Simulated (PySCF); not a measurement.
# B⁺ (boron, charge +1) across methods

[He] 2s1 3s1, high-spin 3S determinant (an excited configuration). All numbers are calculated (PySCF 2.14, scalar relativity by spin-free X2C-1e, in aug-cc-pVDZ-DK (4s3p2d, 23 functions)).

```json
{"method": "LDA", "E (hartree)": "-23.4651", "mean ε 1s β (eV)": "-201.90", "mean ε 2s α (eV)": "-26.369", "mean ε 3s α (eV)": "-7.194", "Σ⟨r²⟩ (bohr²)": "32.05", "⟨S²⟩": "2.000"}
{"method": "HSE06", "E (hartree)": "-23.7329", "mean ε 1s β (eV)": "-211.28", "mean ε 2s α (eV)": "-27.648", "mean ε 3s α (eV)": "-7.322", "Σ⟨r²⟩ (bohr²)": "32.37", "⟨S²⟩": "2.000"}
{"method": "PBE0", "E (hartree)": "-23.7298", "mean ε 1s β (eV)": "-211.68", "mean ε 2s α (eV)": "-28.059", "mean ε 3s α (eV)": "-7.664", "Σ⟨r²⟩ (bohr²)": "32.42", "⟨S²⟩": "2.000"}
{"method": "UHF", "E (hartree)": "-23.69620", "mean ε 1s β (eV)": "-232.84", "mean ε 2s α (eV)": "-31.874", "mean ε 3s α (eV)": "-8.651", "Σ⟨r²⟩ (bohr²)": "32.83", "⟨S²⟩": "2.000"}
{"method": "TPSSh", "E (hartree)": "-23.7677", "mean ε 1s β (eV)": "-209.33", "mean ε 2s α (eV)": "-27.322", "mean ε 3s α (eV)": "-7.371", "Σ⟨r²⟩ (bohr²)": "32.66", "⟨S²⟩": "2.000"}
{"method": "B3LYP", "E (hartree)": "-23.7632", "mean ε 1s β (eV)": "-210.78", "mean ε 2s α (eV)": "-27.739", "mean ε 3s α (eV)": "-7.470", "Σ⟨r²⟩ (bohr²)": "32.13", "⟨S²⟩": "2.000"}
{"method": "PBEsol", "E (hartree)": "-23.5947", "mean ε 1s β (eV)": "-203.05", "mean ε 2s α (eV)": "-26.462", "mean ε 3s α (eV)": "-7.194", "Σ⟨r²⟩ (bohr²)": "32.38", "⟨S²⟩": "2.000"}
{"method": "PBE", "E (hartree)": "-23.7205", "mean ε 1s β (eV)": "-204.34", "mean ε 2s α (eV)": "-26.653", "mean ε 3s α (eV)": "-7.233", "Σ⟨r²⟩ (bohr²)": "32.22", "⟨S²⟩": "2.000"}
```

(1) Estimate the same row for r2SCAN.

The outer electron is Rydberg-like, and this basis confines it to a smaller radius and binds it less than a complete one would.

## Answers

(1) E (hartree) = -23.7488; mean ε 1s β (eV) = -207.66; mean ε 2s α (eV) = -26.966; mean ε 3s α (eV) = -7.170; Σ⟨r²⟩ (bohr²) = 32.77; ⟨S²⟩ = 2.000.
